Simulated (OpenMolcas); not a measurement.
# Ions of charge +3 along the 4f row on the Sr site of SrO

```
Program             : OpenMolcas 26.06
Method              : CASSCF
Spin-orbit coupling : RASSI with atomic mean-field integrals over the reference wave functions
```

The f shell is active. Each dopant is a cluster with its nearest anions in model potentials and point charges, with no relaxation and no local charge compensation. Distances were set from a Shannon-type radius of the metal (high-spin where two are listed) plus a fixed donor radius (O 1.38 Å), in hosts weighted 0.65 to 0.35 with the host's distance in the model lattice. Ligand basis ANO-RCC-VDZP, DKH2 Hamiltonian. States (labels of O, the rotations of Oh). Energies in cm-1 above the lowest state or level, χT in cm3 K/mol; under a threefold ground state the first gap can be a small split of the lowest multiplet, not the spin-orbit step. Free-ion χT is g² J(J+1) / 8 for Hund's level.

```json
{"Ion": "Ce3+", "Shell": "4f1", "R (Å)": "2.457", "Metal basis": "ANO-RCC-VDZP", "Ground state": "2A2", "First state of that spin": "2T2 943.6", "First gap with spin-orbit (degeneracies)": "1192 (2, 4)", "Width of lowest J": "1192", "χT at 300 K": "0.337", "Free-ion χT": "0.804"}
{"Ion": "Pr3+", "Shell": "4f2", "R (Å)": "2.444", "Metal basis": "ANO-RCC-VDZP", "Ground state": "3T1", "First state of that spin": "3T2 635.7", "First gap with spin-orbit (degeneracies)": "377.9 (1, 3)", "Width of lowest J": "1155", "χT at 300 K": "1.199", "Free-ion χT": "1.600"}
{"Ion": "Nd3+", "Shell": "4f3", "R (Å)": "2.439", "Metal basis": "ANO-RCC-VDZP", "Ground state": "4A2", "First state of that spin": "4T2 176.0", "First gap with spin-orbit (degeneracies)": "104.5 (4, 2)", "Width of lowest J": "447", "χT at 300 K": "1.534", "Free-ion χT": "1.636"}
{"Ion": "Pm3+", "Shell": "4f4", "R (Å)": "2.431", "Metal basis": "ANO-RCC-VDZP", "Ground state": "5A1", "First state of that spin": "5T2 45.4", "First gap with spin-orbit (degeneracies)": "330.5 (3, 2)", "Width of lowest J": "379", "χT at 300 K": "0.893", "Free-ion χT": "0.900"}
{"Ion": "Sm3+", "Shell": "4f5", "R (Å)": "2.423", "Metal basis": "ANO-RCC-VDZP", "Ground state": "6T1", "First state of that spin": "6E 229.3", "First gap with spin-orbit (degeneracies)": "220.0 (2, 4)", "Width of lowest J": "220", "χT at 300 K": "0.305", "Free-ion χT": "0.089"}
{"Ion": "Eu3+", "Shell": "4f6", "R (Å)": "2.416", "Metal basis": "ANO-RCC-VDZP", "Ground state": "7T1", "First state of that spin": "7T2 575.1", "First gap with spin-orbit (degeneracies)": "358.5 (1, 3)", "Width of lowest J": "", "χT at 300 K": "1.367", "Free-ion χT": "0"}
```

χT departs most from the free-ion value for Eu3+, by +1.367 cm3 K/mol.

Without dynamic correlation the ligand-field splitting of an f shell can come out too small, at times by half (holds for Pr3+; Nd3+; Pm3+; Sm3+; Eu3+). High states are left out of the spin-orbit mixing, which shifts the levels that they would mix with (holds for Nd3+; Pm3+; Sm3+; Eu3+). A group larger than the point group allows holds several states that coincide in this model. No measured value stands beside these numbers; the geometry was set by hand and not optimised.
